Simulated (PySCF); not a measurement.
# One molecule, several mistakes: AlFH2NSi cation

These are calculations, not measurements. They come from PySCF 2.14.0, an open-source quantum chemistry program, on an isolated molecule that a program drew, which may never have been made. The molecule is AlFH2NSi cation (charge +1, singlet), drawn as the SMILES string `[F][Al+][N]=[SiH2]`.

Each row is a Hartree-Fock (HF) and frozen-core CCSD(T) single point in the cc-pV(D+d)Z basis, meant for a local HF minimum. Run 1 is clean. Each other run has one planted mistake out of seven kinds, and not every kind appears here: one electron removed, one electron added, multiplicity raised by two, geometry at a saddle point, minimal basis STO-3G, one bond length entered in bohr, all coordinates scaled. The reference is restricted for singlets and unrestricted otherwise, and also for a bond in bohr. Adding or removing an electron swaps singlet and doublet. Electrons count all cores. HOMO and LUMO are orbital energies over both spins, the gradient is its largest component, and the lowest frequency (negative if imaginary) is given only where the gradient is small. Bond lengths are over the 5 bonds as drawn. T1 is the CCSD diagnostic: over 0.02 (restricted) or 0.045 (unrestricted) a single reference is doubtful.

Geometry of the clean run:
```xyz
6
AlFH2NSi cation, angstrom
F    -2.0244   -1.9093    2.7828
Al   -0.8858   -1.6247    1.6820
N     0.2817   -1.3324    0.5536
Si    1.4082   -1.0511   -0.5358
H     1.5211   -1.8508   -1.7546
H     2.3883    0.0217   -0.3739
```

```
run,electrons,basis functions,<S^2>,HOMO (eV),LUMO (eV),gradient (hartree/bohr),lowest frequency (cm^-1),mean bond (Å),longest bond (Å),T1,HF (hartree),CCSD(T) (hartree),mistake
1,44,84,0.000,-16.25,-4.30,3.0e-05,91,1.5550,1.650,0.0178,-685.73338,-686.24624,no fault
2,44,84,0.971,-15.69,-5.52,1.2e-02,-,1.8414,3.041,0.0240,-685.59236,-686.05577,one bond length entered in bohr
3,43,84,0.760,-24.61,-12.44,7.1e-02,-,1.5550,1.650,0.0275,-685.21664,-685.68542,one electron removed
4,44,30,0.000,-12.64,0.51,1.8e-02,-,1.5550,1.650,0.0280,-677.41014,-677.60593,?
```

**Which mistake was planted in run 4, and what did it cost?**

It has 30 basis functions where the clean run has 84, with the same electrons and geometry. So the mistake is: minimal basis STO-3G. Subtracting run 1 and multiplying by 627.51 kcal/mol a hartree, the energy moved by 5222.9 kcal/mol in HF and 5421.9 kcal/mol in CCSD(T).

Cautions from the logs. Run 4: T1 is over the limit, so its CCSD(T) energy is less reliable.
